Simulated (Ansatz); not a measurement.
Species: C$_{3}$H$_{8}$ClSi, net charge 0, doublet state. It need not be the lowest isomer of its formula. SMILES: [CH2][Si](C)(C)Cl
Geometry from a B3LYP-D3(BJ)/def2-TZVP (Ansatz, an electronic-structure program) optimisation:
```xyz
13

C     -0.9765     1.4135    -1.0322
Si    -0.1286    -0.0596    -0.3323
C      1.3739    -0.5163    -1.3372
C     -1.3116    -1.4855    -0.1239
Cl     0.5517     0.4551     1.5846
H     -2.0285     1.6177    -0.8648
H     -0.4488     2.1878    -1.5786
H      1.9121    -1.3450    -0.8741
H      1.0821    -0.8176    -2.3463
H      2.0596     0.3287    -1.4180
H     -1.6864    -1.8167    -1.0954
H     -2.1655    -1.1961     0.4909
H     -0.8182    -2.3303     0.3595
```
Charge 0, spin multiplicity 2.

Atomisation energy built up term by term with Ansatz (kcal/mol; UHF references for open shells; valence terms freeze the core; atomic spin-orbit terms are left out). CBS(X,Y): correlation extrapolated as X^-3; Hartree-Fock from the larger set.

| term | basis | kcal/mol |
|---|---|---|
| Hartree-Fock | cc-pV(Q+d)Z | 887.21 |
| CCSD correlation | CBS(cc-pV(T+d)Z,cc-pV(Q+d)Z) | 249.09 |
| (T) | CBS(cc-pV(T+d)Z,cc-pV(Q+d)Z) | 14.36 |
| core correlation | cc-pwCVTZ | 3.58 |
| scalar relativity (X2C) | cc-pVTZ-DK against cc-pVTZ | -1.48 |
| sum: De |  | 1152.8 |

(T) makes 1.2 % of the CCSD(T) atomisation energy; under 5 % is typical of single-reference molecules.
